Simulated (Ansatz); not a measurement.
A made-up structure of InH$_{3}$ClO (charge +1), closed shell:

```xyz
6
angstrom
O -0.3820 0.6838 0.6810
In 0.6719 -0.7298 -0.6998
Cl -1.2108 -1.4607 -1.6635
H -1.3443 0.7727 0.6759
H -2.3620 -1.8637 -1.1333
H 2.2848 -0.5470 -0.3412
```

It is relaxed with PBE-D4/def2-SVP and then PBE0-D4/def2-TZVP (Ansatz 0.2.0). Atoms count as bonded within 1.22 times the sum of their covalent radii (H–H: 0.88 Å). The end point is not checked to be a true minimum.

**Question.** Does its bonding change? (Judge from chemistry; the calculation decides.)

**Answer.** By the calculation: No: no bond forms or breaks.

Where it ends: The first stage lowers the energy by 2.47 eV in 30 steps. It ends as InH₃ClO ([OH][InH][ClH]), total charge +1:
O1  (-1.035, 0.322, 0.347)
In2  (0.611, -0.354, -0.359)
Cl3  (-1.034, -2.025, -1.607)
H4  (-1.017, 1.063, 0.962)
H5  (-2.030, -1.431, -1.026)
H6  (2.163, -0.718, -0.797)
(Å)

Labels in which every atom is bracketed show which atoms are joined, not bond orders.

For scale, one of the runs: PBE0-D4/def2-TZVP relaxation, 136 basis functions, launched by `ansatz run in.yaml --threads 2 --pin off --events-out ev --progress --plain --max-ram 4352MiB`. The run took about 26 s on 2 CPU threads of an Arm Neoverse V2 (shared host).
